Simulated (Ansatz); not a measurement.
# Worked example: GeH2(GeH3)Cl + C3H8MgO → GeH2(GeH3)(OH) + C3H7ClMg

Species: GeH2(GeH3)Cl, singlet; C3H8MgO `C[CH](C)[Mg][OH]`, singlet; GeH2(GeH3)(OH), singlet; C3H7ClMg `C[CH](C)[Mg][Cl]`, singlet. The partners trade Cl for OH: Ge–Cl and Mg–OH bonds give way to Ge–OH and Mg–Cl.

Shapes, held fixed at every level: PBE0-D4/def2-TZVP. Flexible molecules stand in one conformer, not always the lowest. Programs: Ansatz 0.2.0. The zero-point and thermal change to 298 K, harmonic and unscaled (PBE0-D4/def2-TZVP), is +2.1 kJ/mol.

At CCSD(T)/def2-TZVPP; 1 Eh = 2625.50 kJ/mol:

```
       species   energy (Eh)
  GeH2(GeH3)Cl  -4613.980521
       C3H8MgO   -393.893461
GeH2(GeH3)(OH)  -4229.966474
      C3H7ClMg   -777.919571
```

Q: Work out ΔH(298 K) of the reaction at this level.

A: 
1. Products less reactants: (-4229.966474) + (-777.919571) − [(-4613.980521) + (-393.893461)] = -0.012063 Eh = -31.7 kJ/mol.
2. With the thermal change: -31.7 + (+2.1) = -29.6 kJ/mol.

Other levels give -35.9 (HF/def2-SVP) to -25.9 kJ/mol (B3LYP-D4/def2-TZVPP). No measured value is set beside it here. Relativity is left out for Ge. Outer-core shells of Ge, Mg are correlated, in sets that cover them unevenly.
